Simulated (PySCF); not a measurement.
# InC⁻: from constants to spectrum

ROHF-CCSD(T) constants of InC⁻, ³Π (triplet), unpaired electrons σ ↑, π ↑ (In def2-SVPD with ECP28, C def2-SVPD; scalar-relativistic core potentials (PySCF 2.14); masses 114.9039 and 12.0000 u):

```
ωe              : 498.8 cm⁻¹
ωexe            : 4.23 cm⁻¹
Be              : 0.33524 cm⁻¹
αe              : 0.00337 cm⁻¹
D (centrifugal) : 6.06e-07 cm⁻¹
```

Problem. Give the vibrational terms G(v) and spacings up to v = 6.

Solution. G(v) = ωe(v+½) − ωexe(v+½)².

```json
{"v": "0", "G(v) (cm⁻¹)": "248.3", "G(v) − G(v−1)": "", "Bv (cm⁻¹)": "0.3336"}
{"v": "1", "G(v) (cm⁻¹)": "738.7", "G(v) − G(v−1)": "490.3", "Bv (cm⁻¹)": "0.3302"}
{"v": "2", "G(v) (cm⁻¹)": "1220.6", "G(v) − G(v−1)": "481.9", "Bv (cm⁻¹)": "0.3268"}
{"v": "3", "G(v) (cm⁻¹)": "1694.0", "G(v) − G(v−1)": "473.4", "Bv (cm⁻¹)": "0.3234"}
{"v": "4", "G(v) (cm⁻¹)": "2158.9", "G(v) − G(v−1)": "465.0", "Bv (cm⁻¹)": "0.3201"}
{"v": "5", "G(v) (cm⁻¹)": "2615.4", "G(v) − G(v−1)": "456.5", "Bv (cm⁻¹)": "0.3167"}
{"v": "6", "G(v) (cm⁻¹)": "3063.5", "G(v) − G(v−1)": "448.0", "Bv (cm⁻¹)": "0.3133"}
```

Correlated steps freeze 5 core orbitals. Spin–orbit coupling is left out, which matters for elements this heavy, above all for dissociation energies. The CCSD T1 diagnostic is raised, a sign that a single reference may not be enough here. The state is the lowest determinant that a PBE0 search found; another state may lie lower at other levels.
